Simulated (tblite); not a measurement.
Record of a relaxation.

Compound: C2H12NSi3 (doublet state).
Atom-mapped SMILES: `[CH3:1][N:2][SiH2:3][SiH2:4][CH2:5][SiH3:6]` (hydrogens: H7, H8, H9 on C1; H10, H11 on Si3; H12, H13 on Si4; H14, H15 on C5; H16, H17, H18 on Si6)

Computed with GFN2-xTB (tblite), gas phase: L-BFGS steps from a force-field or distance-geometry start until the largest atomic force falls under 0.01 eV/Å. 5 of its 163 geometries are shown.

Step 0: E = -500.7790 eV, largest atomic force 3.056 eV/Å
```
atom  x, y, z in Å  |  force x, y, z in eV/Å
C1      2.843    1.076    0.096   -1.506   0.559  -0.171
N2      1.624    0.507    0.684    0.938  -1.290  -1.915
Si3     1.156   -0.795   -0.451    1.884   2.097   1.179
Si4    -0.840   -1.641   -0.084   -1.035  -1.615   0.769
C5     -2.194   -0.410    0.198   -1.023  -0.472   0.263
Si6    -2.006    1.106   -0.858    0.212   1.364  -0.239
H7      3.716    0.482    0.374   -0.128   0.200  -0.036
H8      2.961    2.145    0.380    0.003  -0.722   0.185
H9      2.715    1.057   -1.014    0.648   0.117   0.629
H10     1.144   -0.160   -1.788    0.118  -0.334  -0.153
H11     2.141   -1.887   -0.402   -0.031   0.012  -0.156
H12    -0.840   -2.558    1.099    0.034   0.103  -0.417
H13    -1.212   -2.422   -1.273    0.049  -0.103   0.028
H14    -3.137   -0.905   -0.144    0.480   0.350   0.750
H15    -2.218   -0.175    1.275   -0.379  -0.030  -0.579
H16    -3.313    1.792   -0.874    0.154  -0.016  -0.095
H17    -1.570    0.805   -2.233   -0.171  -0.053   0.088
H18    -0.978    1.990   -0.261   -0.247  -0.167  -0.129
```

Step 40: E = -501.8624 eV, largest atomic force 0.168 eV/Å
```
atom  x, y, z in Å  |  force x, y, z in eV/Å
C1      2.676    1.173    0.204   -0.032   0.000   0.012
N2      2.188   -0.150    0.300   -0.046   0.073  -0.073
Si3     1.452   -1.168   -0.763    0.054  -0.042  -0.018
Si4    -0.767   -1.577   -0.029   -0.092   0.037   0.023
C5     -2.129   -0.258    0.196    0.049  -0.085   0.064
Si6    -2.038    1.295   -0.896    0.021  -0.138   0.070
H7      3.738    1.152    0.487   -0.098   0.079  -0.038
H8      2.163    1.820    0.924    0.021  -0.011   0.061
H9      2.584    1.632   -0.790    0.057  -0.063   0.043
H10     1.297   -0.924   -2.212    0.013   0.013   0.012
H11     2.076   -2.486   -0.566   -0.078   0.045  -0.033
H12    -0.643   -2.354    1.203   -0.035  -0.060   0.068
H13    -1.274   -2.475   -1.075    0.004  -0.084  -0.031
H14    -3.083   -0.760    0.011    0.094   0.051  -0.013
H15    -2.167    0.055    1.240    0.087   0.005  -0.024
H16    -3.323    1.977   -0.784   -0.083   0.145  -0.014
H17    -1.812    0.907   -2.282    0.006  -0.030  -0.148
H18    -0.948    2.151   -0.444    0.057   0.066   0.037
```

Step 81: E = -501.9656 eV, largest atomic force 0.051 eV/Å
```
atom  x, y, z in Å  |  force x, y, z in eV/Å
C1      2.230    1.200    0.336    0.016  -0.013   0.010
N2      2.051   -0.194    0.196    0.012   0.019  -0.017
Si3     1.385   -1.202   -0.918    0.044   0.025  -0.005
Si4    -0.748   -1.727   -0.032    0.002   0.046   0.001
C5     -1.791   -0.171    0.284   -0.022   0.015  -0.022
Si6    -1.714    1.228   -1.008   -0.028  -0.007   0.000
H7      3.267    1.382    0.643   -0.023  -0.014   0.011
H8      1.591    1.587    1.139   -0.006  -0.010   0.025
H9      2.038    1.788   -0.569   -0.002  -0.019  -0.037
H10     1.101   -0.894   -2.337    0.032   0.000   0.029
H11     2.126   -2.462   -0.832   -0.018  -0.003  -0.028
H12    -0.618   -2.517    1.195   -0.015  -0.019   0.020
H13    -1.452   -2.573   -1.008    0.018   0.002  -0.008
H14    -2.828   -0.491    0.387   -0.026   0.013   0.024
H15    -1.509    0.253    1.248    0.016  -0.020   0.019
H16    -2.858    2.124   -0.811   -0.018   0.015   0.016
H17    -1.794    0.678   -2.365    0.018  -0.014   0.009
H18    -0.484    1.996   -0.824    0.001  -0.014  -0.046
```

Step 122: E = -501.9944 eV, largest atomic force 0.035 eV/Å
```
atom  x, y, z in Å  |  force x, y, z in eV/Å
C1      2.191    1.137    0.485   -0.008  -0.017  -0.001
N2      2.127   -0.255    0.244   -0.005   0.015  -0.020
Si3     1.446   -1.184   -0.930   -0.001   0.006  -0.014
Si4    -0.715   -1.680   -0.076   -0.004  -0.026   0.004
C5     -1.641   -0.069    0.312   -0.011   0.015  -0.005
Si6    -1.837    1.157   -1.132   -0.013  -0.007   0.004
H7      3.149    1.359    0.967    0.004  -0.012  -0.002
H8      1.407    1.437    1.192   -0.009   0.022   0.003
H9      2.100    1.763   -0.412   -0.001  -0.012   0.018
H10     1.166   -0.763   -2.318    0.004   0.006  -0.022
H11     2.161   -2.459   -0.959   -0.003  -0.007   0.022
H12    -0.644   -2.525    1.120    0.012  -0.005   0.005
H13    -1.457   -2.448   -1.088    0.018   0.027   0.012
H14    -2.634   -0.325    0.687    0.005  -0.016  -0.006
H15    -1.132    0.434    1.134   -0.001   0.009  -0.010
H16    -2.815    2.184   -0.758    0.005   0.005  -0.004
H17    -2.325    0.441   -2.316    0.003   0.017   0.017
H18    -0.557    1.802   -1.427    0.004  -0.020  -0.002
```

Step 162: E = -501.9988 eV, largest atomic force 0.009 eV/Å
```
atom  x, y, z in Å  |  force x, y, z in eV/Å
C1      2.171    1.145    0.507    0.004   0.005  -0.005
N2      2.107   -0.242    0.243    0.001  -0.007   0.002
Si3     1.457   -1.172   -0.947    0.002  -0.001   0.003
Si4    -0.699   -1.678   -0.084    0.005   0.007   0.004
C5     -1.638   -0.074    0.306    0.007  -0.002   0.005
Si6    -1.851    1.143   -1.141    0.002  -0.001   0.004
H7      3.112    1.349    1.029   -0.006   0.000   0.002
H8      1.363    1.445    1.186    0.003   0.001  -0.004
H9      2.122    1.783   -0.383   -0.004   0.001   0.003
H10     1.201   -0.761   -2.343   -0.002  -0.007  -0.003
H11     2.178   -2.445   -0.951   -0.005   0.005   0.005
H12    -0.606   -2.519    1.113   -0.003  -0.003  -0.005
H13    -1.439   -2.447   -1.094    0.001  -0.002  -0.003
H14    -2.623   -0.337    0.693   -0.004  -0.001  -0.002
H15    -1.123    0.439    1.119    0.001   0.000  -0.001
H16    -2.655    2.288   -0.700   -0.003   0.002   0.004
H17    -2.543    0.470   -2.242   -0.005  -0.001  -0.005
H18    -0.543    1.619   -1.589    0.006   0.006  -0.003
```

Q: Summarise the path.

A: The energy falls by 28.13 kcal/mol from step 0 to step 162; nine tenths of that is first reached at step 45. It falls at every step. The largest force goes from 3.056 to 0.009 eV/Å. Among the bonds Si3–Si4 changes most, from 2.199 to 2.376 Å; the atoms move by 0.981 Å rms after alignment.

Q: Follow the three bonds and two angles with the largest change from start to end.

A: 
```
step  E above end (kcal/mol)  largest force (eV/Å)  Si3–Si4 (Å)  N2–Si3 (Å)  C1–N2 (Å)  C1–N2–Si3 (°)  N2–Si3–H10 (°)
   0                   28.13                 3.056        2.199       1.789      1.468          104.2           105.2
   7                   13.91                 0.550        2.300       1.674      1.428          111.2           112.9
  14                    8.41                 0.385        2.401       1.657      1.416          126.6           119.3
  21                    5.77                 0.249        2.373       1.648      1.417          133.9           122.2
  28                    4.85                 0.197        2.371       1.645      1.415          135.8           123.7
  35                    3.73                 0.211        2.400       1.644      1.409          134.8           124.7
  42                    2.94                 0.149        2.375       1.645      1.413          133.2           125.5
  49                    2.55                 0.130        2.373       1.645      1.412          133.4           124.9
  56                    2.17                 0.209        2.367       1.644      1.413          133.7           125.1
  63                    1.75                 0.177        2.373       1.644      1.413          134.9           124.9
  70                    1.18                 0.122        2.377       1.643      1.412          136.0           127.6
  77                    0.88                 0.062        2.370       1.644      1.412          136.5           127.0
  85                    0.70                 0.058        2.377       1.643      1.412          135.6           126.8
  92                    0.62                 0.040        2.375       1.644      1.412          135.2           126.4
  99                    0.55                 0.059        2.377       1.644      1.414          134.9           126.1
 106                    0.37                 0.101        2.369       1.644      1.412          133.6           125.4
 113                    0.22                 0.047        2.380       1.646      1.416          133.1           125.6
 120                    0.11                 0.033        2.376       1.645      1.414          134.1           126.0
 127                    0.07                 0.022        2.377       1.644      1.413          134.7           126.2
 134                    0.05                 0.015        2.375       1.644      1.413          135.2           126.7
 141                    0.04                 0.018        2.376       1.644      1.413          135.6           126.9
 148                    0.03                 0.027        2.374       1.644      1.413          135.4           126.9
 155                    0.01                 0.022        2.375       1.644      1.413          135.1           126.8
 162                    0.00                 0.009        2.376       1.644      1.413          135.1           126.5
```

The cost below is that of the whole relaxation. On Intel Xeon at 2.50 GHz, one thread, shared host with 64 logical CPUs at a one-minute load of 62, this took 4.4 s of wall time.
